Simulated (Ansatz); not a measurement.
Consider the atomization: `N[B](N)[AlH2]` → Al• + B• + 6 H• + 2 N•.

Program: Ansatz. Geometries: PBE0-D4/def2-TZVP. ΔE: electronic, gas phase. CCSD(T)/CBS is the MP2 limit (def2-TZVPP, def2-QZVPP) plus CCSD(T) − MP2 in def2-TZVPP, frozen cores. This one scheme is used for every species, atoms too. DFT in def2-TZVPP. Open shells (•) are unrestricted, without spin–orbit coupling. Spin–orbit coupling would lower the free atoms: a little for Al, B. One conformer a species, not always the lowest.

| level | ΔE (kJ/mol) | difference from CCSD(T)/CBS |
| --- | --- | --- |
| LDA (SPW92) | 3808.6 | 469.1 |
| r2SCANh-D4 | 3321.7 | -17.8 |
| PBE | 3389.1 | 49.6 |
| revPBE | 3274.4 | -65.1 |
| r2SCANh | 3317.6 | -21.9 |
| BHLYP | 3256.6 | -82.9 |
| HF/def2-SVP | 2397.4 | -942.1 |
| MP2/def2-TZVPP | 3270.5 | -69.0 |
| SCS-MP2/def2-QZVPP | 3359.0 | 19.5 |
| MP2/CBS(def2) | 3371.5 | 32.0 |
| CCSD(T)/CBS | 3339.5 | 0 |

Largest T1 diagnostic among the species: 0.018.

From r2SCAN to r2SCAN0 (25 % exact exchange), in def2-TZVPP and without D4, ΔE moves by −51.2 kJ/mol: exact exchange takes away binding that semilocal exchange gives to molecules. The D4 term adds +25.6 kJ/mol with B3LYP and +13.4 kJ/mol with PBE0; it sums over pairs of atoms, weighted by their polarisabilities, and B3LYP, whose exchange is more repulsive, gets the larger term. Leaving LDA and LC-ωPBE aside and taking each functional with its dispersion term where it has one, the values, not all of them listed here, spread over 128.8 kJ/mol, from BHLYP-D4 to PBE-D4. LDA lies +419.4 kJ/mol from PBE without D4, its usual overbinding.

B3LYP here is the variant with VWN-RPA as its local correlation; programs differ in this.

For atomizations the MP2-based limit and the directly extrapolated one differ by several kJ/mol either way, and by 10 to 25 for some Ge, Se and Sn compounds, so smaller differences from it don't rank the levels.
